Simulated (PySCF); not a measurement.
# Adding and removing an electron: SiSn

UHF; basis Si x2c-SVPall, Sn x2c-SVPall; spin-free X2C with a Gaussian nucleus; PySCF 2.14. Neutral (UHF): triplet (π ↑↑), Re = 2.476 Å, ωe = 398 cm⁻¹, De = 1.14 eV, HOMO -7.29 eV, LUMO -0.09 eV.

SiSn⁺ (UHF): quartet (σ ↑, π ↑↑), Re = 2.531 Å, ωe = 339 cm⁻¹, De = 1.43 eV to Si + Sn⁺. The energies at the minima are -6462.47794 hartree for SiSn and -6462.23648 for SiSn⁺.

(1) Work out the adiabatic ionisation energy, without and with harmonic zero-point energies (1 hartree = 27.2114 eV, 1 eV = 8065.5 cm⁻¹), and the change of the bond length.

Spin–orbit coupling is left out, which matters for elements this heavy, above all for dissociation energies. For an ion De counts to the pair picked by the measured ionisation energies or electron affinities, which need not be the lowest pair at this level. Hartree–Fock leaves out correlation, which carries a large part of most bond energies and some tenths to 1 eV of ionisation energies. States were picked by a PBE0 search and need not be the measured ground states.

Answers

(1) At UHF: 0.24146 hartree = 6.570 eV between the minima; the zero-point term (339.0 − 398.0)/2 cm⁻¹ = -0.004 eV makes it 6.567 eV. Re changes by +5.5 pm against the neutral. The electron leaves a σ orbital, and the longer bond of the ion fits a bonding orbital, or a change in how ionic the bond is.
